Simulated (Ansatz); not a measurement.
Input:

```yaml
crystal:
  periodic: [false, false, false]
  atoms:
    - { symbol: Ga, position_ang: [0.097997, -1.495008, 0.24622] }
    - { symbol: H, position_ang: [1.289692, -1.012913, -1.073589] }
    - { symbol: H, position_ang: [-1.282159, -1.7088, -0.439289] }
    - { symbol: H, position_ang: [0.879596, -2.354984, 1.271773] }
    - { symbol: H, position_ang: [1.122598, -0.198827, -0.564871] }
    - { symbol: O, position_ang: [0.49919, 0.408073, 0.464418] }
    - { symbol: C, position_ang: [-0.453357, 1.382255, 0.096468] }
    - { symbol: H, position_ang: [-1.321865, 1.360318, 0.779574] }
    - { symbol: H, position_ang: [0.001571, 2.385474, 0.153945] }
    - { symbol: H, position_ang: [-0.833262, 1.234311, -0.934652] }
basis:
  gaussian: { orbitals: def2-SVP }
hamiltonian:
  xc: r2scan
  dispersion: d4
phonons: {}
```

Command:

```bash
$ ansatz run input.yaml --threads 2 --pin off --max-ram 3072MiB --backend cpu --events-out ev --progress --plain --runs-dir out
```

Hardware: 2 threads of Arm Neoverse V2, on a shared host.

Roughly how long does this run take, and how much memory?

80 s, with a peak of 0.15 GiB, for 0 ionic steps.
